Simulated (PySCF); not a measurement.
# Dipole response of Ge (germanium, neutral)

[Ar] 3d10 4s2 4p2, high-spin 3P determinant. All numbers are calculated (PySCF 2.14, scalar relativity by spin-free X2C-1e, in x2c-QZVPPall with one added diffuse shell each of s, p, d, f type (12s9p6d5f1g, 113 functions)). Coupled (time-dependent) response in atomic units; α is the mean over directions.

```json
{"method": "M06-2X", "mean α (bohr³)": "41.48", "α xx, yy, zz": "32.81, 45.82, 45.82", "C₆ (like pair)": "353.7", "S(−4)": "720.6"}
```

S(−4) is the Cauchy moment in α(ω) = α(0) + S(−4) ω² + …

Reference α: 40 ± 1 bohr³ (recommended; Schwerdtfeger and Nagle, table of static dipole polarizabilities (2023 update)). Published C₆: 354.0 (Chu and Dalgarno (2004); Tang, Norbeck and Certain (1976)).

Spin-orbit coupling is absent.

α(iu) at M06-2X:

```tsv
u (hartree)	α(iu) (bohr³)
0	41.48
0.0500	39.79
0.100	35.65
0.200	26.06
0.300	18.68
0.500	10.41
0.750	5.948
1.00	3.902
1.50	2.150
2.00	1.423
3.00	0.8087
5.00	0.4004
```

A single London oscillator, α(iu) = α/(1 + u²/ω²), gives C₆ = (3/4) ω α². Matching the computed C₆ needs ω = 4 × 353.7 / (3 × 41.48²) = 0.274 hartree.

The components differ because the open shell of this determinant is not spherical; for a pure term their mean is the scalar polarisability.
